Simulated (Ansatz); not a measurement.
A nudged elastic band was laid between two geometries of BH5N2O + FH (11 atoms, charge 0, multiplicity 1).

The calculation used RKS PBE/def2-SVP (Ansatz 0.2.0).

```
movable images  : 7
climbing image  : yes
spring          : 5.0 eV/Å²
optimiser       : quadratic models (default)
start path      : through a guess of the saddle point
force threshold : 0.05 eV/Å
iteration limit : 60
end points      : relaxed
```

Image 0:

```xyz
11
Properties=species:S:1:pos:R:3
B -0.161 -0.298 0.080
O -0.119 -1.015 1.259
H -0.999 -1.222 1.612
N 1.125 0.248 -0.358
H 1.948 -0.186 0.070
H 1.274 0.398 -1.358
N -1.335 -0.082 -0.694
H -2.265 -0.288 -0.334
H -1.360 0.625 -1.428
F 0.330 2.435 0.873
H 0.774 1.708 0.408
```

Image 8:

```xyz
11
Properties=species:S:1:pos:R:3
B 0.095 0.680 -0.549
O -0.240 -0.242 2.232
H -0.772 -0.322 1.408
N 1.282 0.075 -1.022
H 1.335 -0.900 -1.310
H 2.188 0.486 -0.803
N -1.199 0.054 -0.562
H -1.367 -0.820 -1.061
H -2.031 0.644 -0.517
F 0.158 1.943 -0.046
H -0.235 0.725 2.358
```

Question: What changes between the two ends?

Answer: Bonds broken: B1–O2, F10–H11. Bonds formed: B1–F10, O2–H11. BH5N2O + FH becomes BFH4N2 + H2O.

Question: What energy profile does the band end with?

Answer: It converged. The highest image is number 4 of 0 to 8, 0.98 eV above the first end and 1.11 eV above the last; the last end lies 0.14 eV below the first. The profile has 3 maxima (images 2, 4, 7) with wells between them (images 3, 6): this band takes more than one step, which may be the mechanism or a detour left from its start path. A vibrational analysis at the climbing image gives one clearly imaginary mode, 680i cm⁻¹: a first-order saddle point. The orbitals stay closed-shell, which can raise the energy where a bond breaks towards radicals; this wasn't checked here.

```tsv
image	path coordinate (Å)	energy (eV)	B1–O2 (Å)	F10–H11 (Å)	B1–F10 (Å)
0	0.00	0.00	1.38	0.97	2.89
1	1.08	0.14	1.38	0.95	2.84
2	2.16	0.14	1.42	0.95	2.89
3	3.24	0.13	1.43	0.96	2.76
4	4.32	0.98	1.58	1.22	1.79
5	6.09	0.13	2.62	2.12	1.38
6	7.86	-0.02	3.10	1.95	1.38
7	9.63	0.37	2.85	2.10	1.37
8	11.40	-0.14	2.95	2.72	1.36
```

Question: What is the geometry of the highest image?

Answer: 
```xyz
11
Properties=species:S:1:pos:R:3:forces:R:3
B -0.002 0.189 -0.037 0.00 0.00 0.04
O 0.102 -0.445 1.409 -0.02 0.03 -0.03
H -0.768 -0.880 1.528 0.01 -0.01 0.00
N 1.216 -0.006 -0.762 0.00 0.01 0.00
H 2.082 -0.124 -0.234 0.00 0.00 0.00
H 1.367 0.527 -1.619 0.00 0.00 0.00
N -1.323 0.062 -0.635 0.00 -0.01 0.00
H -1.984 0.820 -0.452 0.00 0.00 0.00
H -1.353 -0.206 -1.621 0.00 0.00 0.00
F -0.097 1.691 0.924 0.01 -0.01 -0.01
H -0.025 0.694 1.626 0.01 -0.01 0.01
```

The band took 30 iterations and of the order of 5 core-minutes.

Run time: 2.8 min on 2 threads of Intel(R) Xeon(R) 6975P-C (Granite Rapids), with other jobs on the host, peak memory 0.16 GiB.
